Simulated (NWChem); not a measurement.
System: MgH₂SeO; SMILES [OH][Mg][SeH]

Input file for NWChem:

```
start job
memory heap 200 mb stack 900 mb global 1100 mb
geometry units angstroms noautoz
  Mg     0.011968    -1.170314    -0.000970
  O     -0.003806    -2.928439    -0.002343
  H     -0.004153    -3.879243    -0.005577
  Se     0.047796     1.255429     0.001560
  H     -1.425382     1.277592     0.002188
end
basis spherical
  Mg library def2-svp
  O library def2-svp
  H library def2-svp
  Se library def2-svp
end
dft
  xc xwpbe 1.00 cpbe96 1.0 hfexch 1.00
  cam 0.05 cam_alpha 0.0 cam_beta 1.0
  iterations 150
  vectors input atomic output neutral.movecs
end
task dft energy
charge 1
dft
  odft
  mult 2
  vectors input atomic output cation.movecs
end
task dft energy
```

Geometry: optimised at PBE0/def2-SVP.

Ions are spin-unrestricted doublets at the neutral geometry; other ion states weren't tried. Functional: LC-ωPBE (HJS hole) with def2-SVP; the question gives the range parameter ω in 1/bohr.

**Question.** What results follow from this input? (LC-wPBE (HJS exchange hole, range parameter 0.05 per bohr)/def2-SVP, vertical spin-unrestricted ions.) Quantities: vertical ionisation energy, ΔSCF (eV); −ε(HOMO) (eV).

**Answer.** 
```yaml
vertical ionisation energy, ΔSCF (eV): 8.75
"−ε(HOMO) (eV)": 6.32
```
